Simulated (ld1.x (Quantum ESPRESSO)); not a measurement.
## What the settings do to the TM potential of Hf (Z = 72)

Base potential:

```
Element                 : hafnium (Hf)
Generator               : ld1.x (Quantum ESPRESSO) 7.5
Type                    : norm-conserving Troullier–Martins (Kleinman–Bylander form)
Functional              : PBEsol
Relativity              : fully relativistic
Frozen core             : [Kr] 4d10 4f14
Valence charge          : 12
Reference configuration : 5s2 5p6 5d2 6s2 6p0
Partial waves           : 5p (bound): rc 1.65 bohr; 5d (bound): rc 2.75 bohr; 5s (bound): rc 1.00 bohr
Local potential         : the s channel
Core correction         : Bessel-smoothed model core inside 0.80 bohr
```

Open shells are filled in proportion to 2j + 1 (rel_dist='average').

Occupied shells without a wave of their own: 6s. They enter only through the test configuration that unscreens the potential, and ld1.x also counts them in the model core charge.

Cutoffs, loose and tight: the cutoffs (Ry, on a coarse ladder) from which the occupation-weighted sum of valence levels, in a spherical-Bessel basis at the reference potential, stays within 10 and 1 mRy of its value at 400 Ry. They do not see the model core or the augmentation charge, which bear on the density cutoff. Test errors are all-electron minus pseudo excitation energies from the reference, over the configurations 5s2 5p6 5d2 6s1 6p0; 5s2 5p6 5d2 6s0 6p0; 5s2 5p6 5d1 6s0 6p0; 5s2 5p5 5d2 6s2 6p0; 5s2 5p6 5d1 6s2 6p0; 5s1 5p6 5d2 6s2 6p0; 5s2 5p6 5d3 6s0 6p0. A dash means not determined; rows that change the core or the reference have their own tests.

With those shells counted twice in exchange and correlation these files are broken, and their errors move erratically; no question is asked of them.

A true bound ghost makes a file unfit for plane-wave use even where its test errors are small: the radial tests pick states by their node count and pass the ghost by.

Cutoffs are not given where the Bessel-basis levels miss the radial ones by over 6 mRy, ghosts where they miss by over 20 mRy; a channel whose overlap is not positive is not tested.

| change | outcome | bound ghosts | largest test error (meV) |
| --- | --- | --- | --- |
| base | generated | p1/2 | -1422 |
| wave 5d (bound): rc 2.75 bohr becomes 5d (bound): rc 1.74 bohr | generated | p1/2 | -1426 |
| wave 5d (bound): rc 2.75 bohr becomes 5d (bound): rc 2.20 bohr | generated | p1/2 | -1427 |
| wave 5d (bound): rc 2.75 bohr becomes 5d (bound): rc 2.58 bohr | generated | p1/2 | -1425 |
| wave 5d (bound): rc 2.75 bohr becomes 5d (bound): rc 2.84 bohr | generated | p1/2 | -1421 |
| wave 5d (bound): rc 2.75 bohr becomes 5d (bound): rc 3.30 bohr | generated | p1/2 | -1402 |
| wave 5d (bound): rc 2.75 bohr becomes 5d (bound): rc 3.66 bohr | generated | not determined | -1374 |
| wave 5d (bound): rc 2.75 bohr becomes 5d (bound): rc 4.14 bohr | generated | not determined | -1310 |

Reading the sweep of the d radius (base included, trends over the rows without a ghost): Bound ghosts are found at 1.74, 2.2, 2.58, 2.75, 2.84, 3.3 bohr. Every judged row has one, so this setting neither creates nor removes them.
